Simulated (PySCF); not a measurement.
A structure optimised at PBE-D3(BJ)/def2-SVP, used in a PySCF frequency run:

```xyz
5

V      0.0000     0.0000     0.0000
F     -0.9571     0.9571    -0.9571
F      0.9571     0.9571     0.9571
F      0.9571    -0.9571    -0.9571
F     -0.9571    -0.9571     0.9571
```
Charge +1, spin multiplicity 1.

Problem. Write its SMILES, formula and point group.

Solution. [F][V+]([F])([F])[F], F4V, Td

Problem. What are its rotational constants (standard atomic weights)?

Solution. 3.6302, 3.6302, 3.6302 GHz
